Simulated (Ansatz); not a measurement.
Reactions of CH$_{7}$NO$_{2}$Si (`NC[SiH](O)O`).

Program: Ansatz. Geometries: PBE0-D4/def2-TZVP. ΔE: electronic, gas phase. CCSD(T)/CBS adds triple-zeta CCSD(T) − MP2 to the extrapolated MP2 energy (def2 sets, frozen cores). This one scheme is used for every species. Elements past krypton have def2 core potentials. For Br, Te outer-core shells are correlated without core-valence functions, which leaves a few kJ/mol of doubt a bond. Scalar relativity is left out up to krypton. Each species was taken in one conformer, which may not be the lowest.

Order these by ΔE at CCSD(T)/CBS, lowest first. (Best estimate.)
A. `NC[SiH](O)O` + `C[SiH](F)N[SiH](Cl)Cl` → `O[SiH](O)N[SiH](Cl)Cl` + `C[SiH](F)CN`
B. `NC[SiH](O)O` + H₂O → `O[SiH](O)O` + CH₃NH₂
C. `NC[SiH](O)O` + `N=CO` → `N=COCN` + `O[SiH2]O`
D. `NC[SiH](O)O` + `[SiH3]S` → `O[SiH](O)S[SiH3]` + CH₃NH₂
E. `NC[SiH](O)O` + HBr → `O[SiH](O)Br` + CH₃NH₂
F. `NC[SiH](O)O` + H₂Te → `NC[TeH]` + `O[SiH2]O`

B (-121.2 kJ/mol), E (-111.8 kJ/mol), D (-78.6 kJ/mol), A (-0.1 kJ/mol), F (+30.8 kJ/mol), C (+73.4 kJ/mol).

Largest T1 diagnostic: 0.014, for `N=CO`.
